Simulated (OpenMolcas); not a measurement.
CH7GaSi: a line through the functionals

The species is CH7GaSi (10 atoms), meant as a singlet with charge 0. As SMILES, `[CH3][GaH][SiH3]`. The coordinates come from a PBE0-D4/def2-TZVP relaxation.

The HOMO–LUMO gap y, in eV, basis 6-31G(d); a is the functional's share of exact exchange. Programs: OpenMolcas 26.06.

| functional | program | a | y (eV) |
| --- | --- | --- | --- |
| PBE | OpenMolcas | 0 | 3.73 |
| TPSS | OpenMolcas | 0 | 3.99 |
| B3LYP | OpenMolcas | 0.2 | ? |
| PBE0 | OpenMolcas | 0.25 | 5.60 |
| BHLYP | OpenMolcas | 0.5 | 7.30 |

**Question.** Fit y = c + s·a to the known rows and predict B3LYP.

**Answer.** 
1. Means of the 4 rows: a = 0.1875, y = 5.155.
2. Σ(Δa)² = 0.17188, Σ(Δa·Δy) = 1.1837, so the slope is 1.1837/0.17188 = 6.8868.
3. Intercept: 5.155 − (6.8868) × 0.1875 = 3.864. The largest residual of the fit is 0.13.
4. B3LYP: 3.864 + (6.8868) × 0.2 = 5.24 eV.

The run gave 5.12 eV, so the prediction is off by +0.12 eV, within the scatter of the fit. Exact exchange lowers occupied levels and raises empty ones. The rows mix families of semi-local functionals, which the line can't see.
